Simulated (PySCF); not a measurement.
# Electric properties by functional and basis

Compound: CH7ClP2Si.
Numbering: `[PH2:1][SiH:2]([PH2:3])[CH2:4][Cl:5]` (hydrogens: H6, H7 on P1; H8 on Si2; H9, H10 on P3; H11, H12 on C4)

PySCF, dipoles from the SCF density, polarisabilities from static response with core orbitals frozen. Isolated species at its PBE0-D3(BJ)/def2-SVP geometry (one conformer only).

Q: How do dipole and polarisability depend on functional and basis here?

A: 

```
              level  μ (D)  α (Å³)  anisotropy (Å³)
      LDA/def2-SVPD  1.911   17.08             3.11
      PBE/def2-SVPD  1.864   16.79             3.06
    B3LYP/def2-SVPD  1.940   16.36             2.86
     PBE0/def2-SVPD  2.003   16.25             2.85
BHandHLYP/def2-SVPD  2.085   15.85             2.63
CAM-B3LYP/def2-SVPD  2.044   16.08             2.68
  wB97X-D/def2-SVPD  2.100   16.06             2.75
  LC-wPBE/def2-SVPD  2.158   15.70             2.57
       HF/def2-SVPD  2.299   15.33             2.36
        PBE0/6-31G*  2.341   13.37             2.77
       PBE0/6-31+G*  2.297   14.89             2.89
      PBE0/def2-SVP  2.038   13.42             2.30
   PBE0/aug-cc-pVDZ  2.013   16.59             2.97
     PBE0/def2-TZVP  1.936   15.42             2.82
    PBE0/def2-TZVPD  1.933   16.61             2.96
```

The anisotropy is √(½[(α1 − α2)² + (α2 − α3)² + (α3 − α1)²]). The dipole runs from 1.86 D (PBE/def2-SVPD) to 2.34 D (PBE0/6-31G*). No reference polarisability is at hand; against PBE0 in the largest diffuse basis at hand (def2-TZVPD) the other PBE0 rows deviate by 6-31G* -20%, 6-31+G* -10%, def2-SVP -19%, def2-SVPD -2%, aug-cc-pVDZ 0%, def2-TZVP -7%. In one basis (def2-SVPD) the functionals order the polarisability from HF (lowest) to LDA (highest), a spread of 11%. With PBE0 the polarisability is 14.07 Å³ without diffuse functions (mean of 6-31G*, def2-SVP and def2-TZVP) and 16.09 Å³ with them (mean of 6-31+G*, def2-SVPD, aug-cc-pVDZ and def2-TZVPD).
